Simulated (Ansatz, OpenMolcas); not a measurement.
# The same job for Ansatz

OpenMolcas 26.06 runs this on C2H3Cl2Si (SMILES [H]/[C]=C/[SiH](Cl)Cl):

coord.xyz:
```
8

C     -0.467200     1.549800     0.659300
C     -0.193600     0.279100     0.737900
Si     0.301600    -0.635800    -0.791100
Cl    -1.013100    -2.166600    -1.130900
Cl     2.164100    -1.443500    -0.534600
H     -0.772500     2.376400     1.285600
H     -0.249600    -0.262100     1.689000
H      0.322500     0.245600    -1.971100
```

calc.input:
```
&GATEWAY
BasLib = $CurrDir
Coord = coord.xyz
Basis = 3-21G
Group = NoSym
&SEWARD
&SCF
UHF
Spin = 2
Thresholds = 1e-10 1e-07 1e-07 1e-05
PrOrbitals = 1
&ALASKA
```

```bash
$ export MOLCAS_MEM=1860
$ pymolcas calc.input > calc.log
```

(Basis files named in the input come from the Basis Set Exchange and aren't shown.)

The coordinates come from a PBE0-D4/def2-TZVP relaxation. This is one conformer, not always the lowest.

The reference is spin-contaminated (⟨S²⟩ = 0.95). The shape isn't stationary at this level (largest force 2.4 eV/Å).

It gives a total energy of -1279.052132 Eh.

Question: Write the same calculation for Ansatz 0.2.0 as an input file of the program's own, asking for the energy.

Answer: One way, which was run:

input.yaml:
```yaml
crystal:
  periodic: [false, false, false]
  atoms:
    - {symbol: C, position_ang: [-0.467200, 1.549800, 0.659300]}
    - {symbol: C, position_ang: [-0.193600, 0.279100, 0.737900]}
    - {symbol: Si, position_ang: [0.301600, -0.635800, -0.791100]}
    - {symbol: Cl, position_ang: [-1.013100, -2.166600, -1.130900]}
    - {symbol: Cl, position_ang: [2.164100, -1.443500, -0.534600]}
    - {symbol: H, position_ang: [-0.772500, 2.376400, 1.285600]}
    - {symbol: H, position_ang: [-0.249600, -0.262100, 1.689000]}
    - {symbol: H, position_ang: [0.322500, 0.245600, -1.971100]}
basis:
  gaussian: {orbitals: 3-21G.json}
magnetization: {spin_polarized: true, initial_magnetization: 1}
hamiltonian: {xc: hf}
accuracy: high
output: {orbitals: {seedname: orbitals}}
```

```bash
$ ansatz run input.yaml --threads 1 --pin off --max-ram 3480MiB --events-out events.jsonl --progress --plain --runs-dir runs
```

(Basis files named in the input come from the Basis Set Exchange and aren't shown.)

Its energy is -1279.052132 Eh, the same as the first but for the last digit, at most.
